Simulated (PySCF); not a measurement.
A geometry optimisation on `Cc1ccc(cc1)[Se]C#N`.

Computed with PBE0-D3(BJ)/def2-SVP geometry optimisation, gas phase (PySCF 2.14.0). Start geometry: GFN2-xTB. The input is one job of a driver script: a line of settings, then coordinates in Å.

Input:
```
{"job": {"xc": "PBE0", "basis": "def2-SVP", "d3": "d3bj", "grid": 1, "maxiter": 30, "shake": 0.01, "kind": "geom"}, "charge": 0, "multiplicity": 1}
C     -2.718060    -0.613630    -0.018480
C     -1.314120    -0.153830    -0.086300
C     -0.321400    -0.968800     0.409860
C      1.057310    -0.574790     0.381210
C      1.348860     0.647390    -0.171610
Se     3.169650     1.298720    -0.262070
C      4.008200    -0.129090     0.508380
N      4.567840    -1.003930     0.984980
C      0.362110     1.490910    -0.648730
C     -0.959480     1.077780    -0.617100
H     -2.844900    -1.624870    -0.338910
H     -3.098020    -0.524900     1.009150
H     -3.395750     0.049580    -0.658320
H     -0.573120    -1.923350     0.850760
H      1.788400    -1.236510     0.778680
H      0.626830     2.458950    -1.085700
H     -1.720860     1.742190    -1.025620
```

Output:
```
step   0  E = -2764.08273337  max force = 0.055033
step   1  E = -2764.08916238  max force = 0.007616
step   2  E = -2764.08942523  max force = 0.003229
step   3  E = -2764.08959361  max force = 0.001457
step   4  E = -2764.08961834  max force = 0.001599
step   5  E = -2764.08961427  max force = 0.001280
step   6  E = -2764.08963883  max force = 0.000433
step   7  E = -2764.08964218  max force = 0.000337
optimisation converged
```

Energies in Eh; «max force» is the largest Cartesian gradient component in Eh/bohr.

Problem. Give the first gradient maximum in eV/Å.

Solution. With 1 Eh/bohr = 51.422 eV/Å, 2.830 eV/Å.

Problem. How much energy does the optimisation release, in kJ/mol?

Solution. E(step 0) − E(last step) = 0.006909 Eh, which is 18.1 kJ/mol.

Summary of the converged run: final energy -2764.08964 Eh after 7 steps; dipole 4.45 D.

Problem. Estimate the wall time. Hardware: one thread of an Intel Xeon 6975P-C, no GPU, shared host. And the peak memory of the process?

Solution. About 2.0 min, with 0.82 GiB resident at the peak, the Python interpreter and its libraries included.
Labels such as C1 count atoms from 1, the log's own numbers from 0.
